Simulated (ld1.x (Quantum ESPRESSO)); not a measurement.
# Plane-wave convergence, TM potential for Sn

| Quantity | Value |
| --- | --- |
| Element | Sn |
| Generator | ld1.x (Quantum ESPRESSO) 7.5 |
| Type | norm-conserving Troullier–Martins (Kleinman–Bylander form) |
| Functional | PBE |
| Relativity | scalar-relativistic |
| Frozen core | [Kr] 4d10 |
| Valence charge | 4 |
| Reference configuration | 5s2 5p1.5 (charge +0.5) |
| Partial waves | 5s (bound): rc 1.50 bohr; 5p (bound): rc 1.75 bohr; 5d channel at 0.2 Ry: rc 1.35 bohr |
| Local potential | the d channel |
| Core correction | none |

The pseudo-atom Hamiltonian at the reference potential is diagonalised in spherical Bessel functions j_l(qr) that vanish at 20 bohr, with q² up to the cutoff. All-electron valence levels (Ry): 5s -1.0307, 5p -0.5018.

Question: How do the lowest levels (Ry) of each channel move with the cutoff, and are there ghosts?

Answer:

| cutoff (Ry) | s #1 | s #2 | s #3 | s #4 | p #1 | p #2 | p #3 | d #1 | d #2 | f #1 | f #2 | Σ f·Δε (mRy) |
| --- | --- | --- | --- | --- | --- | --- | --- | --- | --- | --- | --- | --- |
| 8 | -8.1691 | -0.5581 | -0.0976 | 0.0221 | -0.4468 | -0.0687 | 0.0421 | -0.0782 | 0.0188 | 0.0280 | 0.1312 | 1027.0 |
| 18 | -12.0156 | -0.8822 | -0.1411 | -0.0051 | -9.0096 | -0.3776 | -0.0601 | -0.1119 | 0.0025 | 0.0280 | 0.1309 | 482.7 |
| 40 | -27.6262 | -1.0255 | -0.1623 | -0.0149 | -16.4982 | -0.5009 | -0.0780 | -0.1472 | -0.0076 | 0.0279 | 0.1305 | 11.0 |
| 60 | -32.5296 | -6.6146 | -1.0205 | -0.1623 | -23.4910 | -0.5011 | -0.0780 | -0.6561 | -0.0408 | 0.0279 | 0.1304 | 20.7 |
| 110 | -150.4797 | -34.9870 | -1.0294 | -0.1630 | -37.1109 | -0.5016 | -0.0780 | -2.4134 | -0.0569 | 0.0272 | 0.1224 | 2.2 |
| 180 | -265.3032 | -47.1670 | -1.0303 | -0.1631 | -59.3496 | -0.5017 | -0.0781 | -5.9290 | -0.0650 | -2.4617 | 0.0281 | 0.3 |
| 400 | -285.0865 | -72.1017 | -1.0305 | -0.1631 | -119.1807 | -62.7103 | -0.5017 | -12.8384 | -0.0706 | -8.4977 | 0.0280 | 0.0 |

Result: ghost states, extra bound levels that the all-electron valence spectrum of the same l lacks: s at -3878.8 eV, p at -1621.5 eV, s at -981.0 eV, p at -853.2 eV, d at -174.7 eV and 1 more (a true bound ghost makes a file unfit for plane-wave use); 10 mRy is reached at 70 Ry and 1 mRy at 140 Ry.

7 of 7 tests not solved or not reliable.
